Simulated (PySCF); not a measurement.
C8H11 (charge +1).
Atom-mapped SMILES: `[cH:1]1[cH:2][c+:3]1[CH2:4][CH:5]1[CH2:6][CH2:7][CH2:8]1`

Structure used (GFN2-xTB), in Å, numbered top down from 1:
```
atom  x, y, z in Å
C1     2.9663    0.5026   -0.7116
C2     2.6353   -0.7585   -1.0960
C3     1.9689   -0.1814   -0.0071
C4     0.9121   -0.1953    0.9444
C5    -0.3193    0.4522    0.2167
C6    -1.0715   -0.4075   -0.8011
C7    -2.3864   -0.0387   -0.0897
C8    -1.5820    0.5304    1.0904
H9     3.5661    1.3749   -0.8510
H10    2.7869   -1.5841   -1.7557
H11    0.6420   -1.2073    1.2477
H12    1.1369    0.4291    1.8111
H13   -0.0354    1.4274   -0.1802
H14   -0.9817   -0.1027   -1.8410
H15   -0.8452   -1.4683   -0.7223
H16   -2.9536    0.7209   -0.6191
H17   -3.0401   -0.8720    0.1475
H18   -1.5594   -0.1398    1.9455
H19   -1.8497    1.5275    1.4288
```

NICS = −σ at a ghost point: NICS(0) at the centroid of the ring atoms, NICS(1) 1 Å to either side along the normal of their mean plane, zz for the tensor component along that normal. Level: GIAO PBE0/pcSseg-1 (PySCF, non-relativistic, gas phase) on the GFN2-xTB geometry, one conformer.

Rings: 1. C1–C2–C3; 2. C5–C6–C7–C8.

| set | NICS(0) | NICS(1), two faces | NICS(1)zz, two faces |
| --- | --- | --- | --- |
| P | -0.1 | -0.6 / 0.2 | 2.9 / 5.9 |
| Q | -23.4 | -14.1 / -14.4 | -26.0 / -25.4 |

Problem. Which set (ppm) belongs to which ring?

Solution. P = 2, Q = 1.
- 1 (3-membered carbocycle; bonds drawn aromatic by RDKit's count): mean NICS(1)zz -25.7 ppm, shielded.
- 2 (4-membered carbocycle; formal bonds all single): mean NICS(1)zz 4.4 ppm, deshielded. C5, C6, C7, C8 have four or more neighbours, and the NICS criterion for π rings isn't applied.

Problem. How do the rings differ in shape?

Solution. 
| ring | bond lengths (Å) | rms pucker (Å) | HOMA | nearest outside atom to a NICS(1) probe (Å) |
| --- | --- | --- | --- | --- |
| 1 | 1.359, 1.401, 1.400 | 0.00 | 0.90 | hydrogen 2.11 |
| 2 | 1.530, 1.540, 1.537, 1.538 | 0.08 | – | hydrogen 1.51 |

HOMA = 1 − mean of α(R − Ropt)² over the ring bonds, with Krygowski's 1993 parameters (CC: Ropt 1.388 Å, α 257.7 Å⁻²). A dash marks a ring with a four-coordinate atom, a triple bond, no multiple bond or a kind of bond without parameters.

The run took 37 s of wall time (grids of density and orbitals included) on one thread, Arm Neoverse V2 (aarch64), shared host with 96 logical CPUs at a one-minute load of 75, and the process peaked at 0.85 GiB of memory. This is the whole shielding run at PBE0/pcSseg-1, SCF included.
